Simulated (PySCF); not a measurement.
Ge(F)3(OSiH3) (F₃GeH₃OSi), SMILES [F][Ge]([F])([F])[O][SiH3]. Atoms are numbered in the order given.

```xyz
9

F      1.6596    -0.3350    -1.2425
Ge     0.6169     0.0709     0.0462
F      1.4465    -0.2669     1.4989
F      0.3172     1.7560    -0.0190
O     -0.8598    -0.8048    -0.0469
Si    -2.4876    -0.3843    -0.1839
H     -2.7053     0.3822    -1.4424
H     -2.8941     0.4426     0.9866
H     -3.2451    -1.6611    -0.2110
```
Charge 0, spin multiplicity 1.

The structure is a stationary point at r2SCAN-D4/def2-SVP. Other conformers were not sampled.

Method: PySCF with HF/def2-TZVP.

ESP charges are fitted to the potential on shells at 1.4 to 2.0 van der Waals radii. Atomic charges (e):

| atom | Löwdin | ESP fit |
|---|---|---|
| F1 | -0.15 | -0.38 |
| Ge2 | 0.50 | 1.42 |
| F3 | -0.15 | -0.38 |
| F4 | -0.15 | -0.39 |
| O5 | -0.15 | -0.53 |
| Si6 | 0.27 | 0.50 |
| H7 | -0.06 | -0.09 |
| H8 | -0.06 | -0.09 |
| H9 | -0.05 | -0.07 |
